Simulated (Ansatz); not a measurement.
Total energies of Nb₄ (the lowest singlet isomer of a short search) from Ansatz at PBE-D4/def2-TZVP, gas phase (1 Eh = 27.2114 eV = 2625.5 kJ/mol). The reference geometry is relaxed at B3LYP-D4/def2-SVP.

```xyz
4

Nb    1.139   -0.927   -0.441
Nb   -0.719    0.550   -1.237
Nb   -0.995   -0.786    0.862
Nb    0.575    1.163    0.816
```

```csv
state,geometry,energy (Eh)
charge 0 singlet,reference,-227.91958
charge 1 doublet,reference,-227.71024
charge 0 triplet,relaxed at B3LYP-D4/def2-SVP,-227.89983
charge 0 quintet,relaxed at B3LYP-D4/def2-SVP,-227.87988
free Nb atom (sextet),–,-56.83927
```

In the def2 sets Nb takes a core potential; there is no spin–orbit coupling.

Problem. Work out the vertical ionisation energy to the doublet.

Solution. E(charge 1 doublet) − E(charge 0 singlet) = -227.71024 − (-227.91958) = 0.20934 Eh = 5.70 eV. For comparison, −ε of the highest occupied level is 3.55 eV at this level, 2.15 eV less.

Problem. Which of the charge 0 states is lowest, and how far above it are the others?

Solution. The singlet. triplet: -227.89983 − (-227.91958) = 0.01975 Eh = 51.9 kJ/mol; quintet: -227.87988 − (-227.91958) = 0.03970 Eh = 104.2 kJ/mol.

Problem. What is the binding energy per atom against free atoms?

Solution. Atoms: 4 × (-56.83927) = -227.35708 Eh. Binding: -227.35708 − (-227.91958) = 0.56250 Eh = 15.31 eV, or 3.83 eV for each of 4 atoms (no zero-point energy, no counterpoise term).

The structure comes from a short search, and lower isomers may exist.
